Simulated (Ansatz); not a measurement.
A nudged elastic band was laid between two geometries of C$_{2}$H$_{6}$BNO$_{2}$S (13 atoms, charge 0, multiplicity 1).

Level of theory: RKS PBE/6-31G* (Ansatz 0.2.0).

```json
{"movable images": "5", "climbing image": "yes", "spring": "5.0 eV/Å²", "optimiser": "quadratic models (default)", "start path": "IDPP", "force threshold": "0.05 eV/Å", "iteration limit": "60", "end points": "relaxed"}
```

Initial state:

```xyz
13
Properties=species:S:1:pos:R:3
N -0.184 -1.680 1.004
C 0.858 -1.506 0.142
O 1.824 -2.262 0.036
C 0.769 -0.253 -0.740
O -0.411 0.533 -0.489
B -0.311 1.852 -0.148
S -1.810 2.830 0.158
H -0.980 -1.048 0.991
H -0.206 -2.514 1.586
H 1.686 0.343 -0.586
H 0.745 -0.583 -1.793
H 0.750 2.411 -0.033
H -2.709 1.844 -0.113
```

Final state:

```xyz
13
Properties=species:S:1:pos:R:3
N -0.403 -1.847 0.527
C 0.859 -1.504 0.142
O 1.777 -2.298 -0.068
C 1.100 0.002 -0.032
O -0.068 0.797 0.244
B -0.573 1.646 -0.699
S -2.041 2.650 -0.330
H -1.090 -1.131 0.749
H -0.613 -2.826 0.704
H 1.893 0.301 0.674
H 1.468 0.177 -1.059
H -0.083 1.762 -1.794
H -2.205 2.236 0.957
```

Question: Which bonds break or form, and what moves?

Answer: No bond is made or broken. The dihedral H10–C4–O5–B6 goes from 2 to 118°. The two ends are copies of one structure, up to a mirror image or an exchange of like atoms.

Question: Give the energies along the band, and the barrier.

Answer: The forces met the threshold. The highest image is number 3 of 0 to 6, 2.5 kJ/mol above the ends, which have the same energy within 2 meV. A vibrational analysis at the climbing image gives one clearly imaginary mode, 55i cm⁻¹: a first-order saddle point.

```tsv
image	path coordinate (Å)	energy (kJ/mol)	dihedral H10–C4–O5–B6 (°)
0	0.00	0.0	2
1	0.63	0.7	21
2	1.26	1.9	40
3	1.90	2.5	60
4	2.53	1.9	80
5	3.16	0.6	99
6	3.80	0.0	118
```

Question: What is the geometry of the highest image?

Answer: 
```xyz
13
Properties=species:S:1:pos:R:3
N -0.403 -1.925 0.650
C 0.799 -1.599 0.097
O 1.737 -2.378 -0.071
C 0.939 -0.134 -0.332
O -0.257 0.625 -0.054
B -0.316 1.950 -0.378
S -1.815 2.912 -0.032
H -1.130 -1.222 0.758
H -0.561 -2.881 0.957
H 1.802 0.296 0.205
H 1.166 -0.116 -1.412
H 0.601 2.536 -0.896
H -2.541 1.900 0.522
```

Time of the run: 96 s on 2 threads of Arm Neoverse V1, on a shared host, peak memory 0.17 GiB.
